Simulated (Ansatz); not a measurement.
Relaxation of C$_{3}$H$_{8}$Si$_{2}$ (13 atoms, charge 0, multiplicity 1), to a largest force component of 0.015 eV/Å in at most 40 steps.

Level of theory: RKS PBE0/cc-pVDZ (Ansatz).

```xyz
13
Properties=species:S:1:pos:R:3:forces:R:3
C -2.114 1.613 -0.003 -10.10 6.60 2.22
C -1.173 1.012 -0.227 8.59 -5.47 -1.93
C 0.021 0.234 -0.518 0.80 0.40 0.53
Si 1.497 0.520 0.732 -2.18 1.02 1.01
Si -0.211 -1.623 -0.495 -1.10 -0.03 -1.58
H -3.043 2.245 0.170 1.82 -1.29 -0.27
H 0.451 0.516 -1.493 -0.11 -0.02 -0.15
H 1.831 1.966 0.769 0.08 0.26 -0.01
H 2.659 -0.214 0.399 1.31 -0.99 -0.58
H 1.030 0.108 2.135 0.19 0.11 -0.55
H -1.248 -2.060 -1.522 0.21 0.10 0.29
H 1.041 -2.265 -0.836 0.95 -0.36 -0.30
H -0.578 -2.107 0.797 -0.47 -0.35 1.33
```

Problem. Where does it end, and by what steps?

Solution. The forces met the threshold. After 7 steps the energy has fallen by 0.708 eV; H12 moved furthest, 0.19 Å. The start is strongly strained (largest force component 10 eV/Å).

```
step  energy less start (eV)  largest force component (eV/Å)  accepted
   0                  0.0000                          10.096       yes
   1                 -0.6553                           0.725       yes
   2                 -0.6949                           0.378       yes
   3                 -0.6973                           0.331       yes
   4                 -0.7058                           0.228       yes
   5                 -0.7073                           0.029       yes
   6                 -0.7076                           0.040       yes
   7                 -0.7077                           0.003       yes
```

```xyz
13
Properties=species:S:1:pos:R:3
C -2.082 1.565 0.038
C -1.070 0.952 -0.237
C 0.133 0.193 -0.511
Si 1.482 0.626 0.773
Si -0.268 -1.675 -0.551
H -2.974 2.112 0.270
H 0.537 0.458 -1.505
H 1.758 2.097 0.737
H 2.737 -0.125 0.441
H 1.014 0.233 2.139
H -1.318 -1.942 -1.584
H 0.976 -2.439 -0.895
H -0.761 -2.108 0.794
```

The run took 22 s on 2 threads of Intel(R) Xeon(R) Platinum 8559C (Emerald Rapids), on a shared host, peak memory 0.31 GiB.
